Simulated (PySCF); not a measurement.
Isomers of C3H10OSi. The calculation used PBE0-D3(BJ)/def2-SVP geometry optimisation, gas phase in PySCF. One conformer each; no zero-point energy, no entropy. No frequencies were run at this level. Point groups hold within 0.08 Å.

Task: Order them by energy at this level, lowest first, and give relative energies in kcal/mol.
A. `[CH3:1][CH2:2][CH2:3][SiH2:4][OH:5]` with C1–C2–C3–Si4 180°, C2–C3–Si4–O5 -59°, C3–Si4–O5–H 75°
B. `[CH3:1][SiH2:2][CH2:3][CH2:4][OH:5]` with C1–Si2–C3–C4 -166°, Si2–C3–C4–O5 -46°, C3–C4–O5–H -60°
C. `C[Si](C)(C)O`

Result: C (0.0), A (22.8), B (48.7).

As drawn, the lowest has an Si–O bond, which the highest lacks.

```json
{"SMILES": "C[Si](C)(C)O", "E (Eh)": "-484.55550", "E rel (kcal/mol)": "0.0", "dipole (D)": "1.37", "point group": "Cs", "A, B, C (MHz)": "3341, 3303, 3117"}
{"SMILES": "CCC[SiH2]O", "E (Eh)": "-484.51917", "E rel (kcal/mol)": "22.8", "dipole (D)": "1.70", "point group": "C1", "A, B, C (MHz)": "8955, 1731, 1567"}
{"SMILES": "C[SiH2]CCO", "E (Eh)": "-484.47783", "E rel (kcal/mol)": "48.7", "dipole (D)": "2.15", "point group": "C1", "A, B, C (MHz)": "9523, 1839, 1657"}
```

Task: How do the relative energies change in single points at B3LYP/pcSseg-1 (no added dispersion term) on the same geometries?

Result: 
```
      SMILES  PBE0-D3(BJ)/def2-SVP (kcal/mol)  B3LYP/pcSseg-1 (kcal/mol)  shift
C[Si](C)(C)O                              0.0                        0.0    0.0
  CCC[SiH2]O                             22.8                       23.0   +0.2
  C[SiH2]CCO                             48.7                       51.3   +2.6
```

Each column counts from its own lowest isomer. The order is unchanged; the largest shift is 2.6 kcal/mol.
